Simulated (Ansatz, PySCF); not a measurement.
CoH3O3, SMILES [OH][Co]([OH])[OH] (connectivity only; charge and spin as stated), neutral, multiplicity 5. Atoms are numbered in the order given.

```xyz
7

Co     0.0133     0.0120     0.0000
O      1.1284    -1.3531     0.0000
H      0.8583    -2.2768     0.0000
O      0.7014     1.6320     0.0000
H      0.1167     2.3989     0.0000
O     -1.7310    -0.2084     0.0000
H     -2.2558    -1.0136     0.0000
```
Charge 0, spin multiplicity 5.

The structure is a stationary point at PBE0-D3(BJ)/def2-SVP. The spin state was assumed, not searched. Other conformers were not sampled.

Two levels are set side by side: PBE-D3(BJ)/def2-SVP (PySCF) and PBE0-D3(BJ)/def2-SVP (Ansatz, a quantum-chemistry and plane-wave program). Each level has its own optimised geometry; the coordinates shown are those of the second. Frequencies come from the Hessian of PySCF at each geometry. Differences are taken from unrounded values.

```
quantity                            PBE0-D3(BJ)  PBE-D3(BJ)  PBE-D3(BJ) minus PBE0-D3(BJ)
----------------------------------  -----------  ----------  ----------------------------
mean bond length (Å)                      1.361       1.379                         0.018
bond Co1–O2 (Å)                           1.763       1.785                         0.023
bond Co1–O4 (Å)                           1.760       1.785                         0.025
bond Co1–O6 (Å)                           1.758       1.778                         0.019
bond O2–H3 (Å)                            0.962       0.976                         0.014
bond O4–H5 (Å)                            0.964       0.978                         0.014
bond O6–H7 (Å)                            0.961       0.974                         0.013
highest harmonic wavenumber (cm⁻¹)         3940        3738                          -202
mean harmonic wavenumber (cm⁻¹)            1112        1071                           -41
zero-point energy (kcal/mol)              23.85       22.96                         -0.88
```

Exact exchange shortens and stiffens bonds; PBE has none. Differences between two approximate levels are no errors against the true value.
